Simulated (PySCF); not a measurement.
A series of related compounds: `[SiH3][Be][SiH3]`, BeH6Si2; `[BeH2]`, BeH2; `[F][Be][F]`, BeF2; SMILES [Br][Be][Br], BeBr2; SMILES C#[C][Be][C]#C, C4H2Be; Be(CN)2 (SMILES N#[C][Be][C]#N); `[Cl][Be][Cl]`, BeCl2; `[NH2][Be][NH2]`, BeH4N2; SMILES [CH3][Be][CH3], C2H6Be.

How the numbers were obtained: σ from GIAO-B3LYP/pcSseg-1, geometry: PBE0-D3(BJ)/def2-SVP, in PySCF 2.14.0 with density-fitted response routines (gas phase, one conformer, one averaged value for each set of equivalent atoms, relativity neglected).

How does the 9Be shielding change along the series?

Answers


| compound | change | σ (ppm) | HOMO–LUMO gap (eV) |
| --- | --- | --- | --- |
| Be(SiH3)2 | ligand (both): Me to SiH3 | 54 | 5.32 |
| BeH2 | ligand (both): Me to H | 78 | 7.68 |
| BeF2 | ligand (both): Me to F | 107 | 10.57 |
| BeBr2 | ligand (both): Me to Br | 90 | 7.90 |
| Be(CCH)2 | ligand (both): Me to CCH | 100 | 6.27 |
| Be(CN)2 | ligand (both): Me to CN | 104 | 7.08 |
| BeCl2 | ligand (both): Me to Cl | 95 | 8.75 |
| Be(NH2)2 | ligand (both): Me to NH2 | 94 | 7.13 |
| BeMe2 | base | 73 | 8.19 |

Relativistic effects, spin–orbit coupling among them, are left out; they matter for Br and for the light atoms bonded to it.
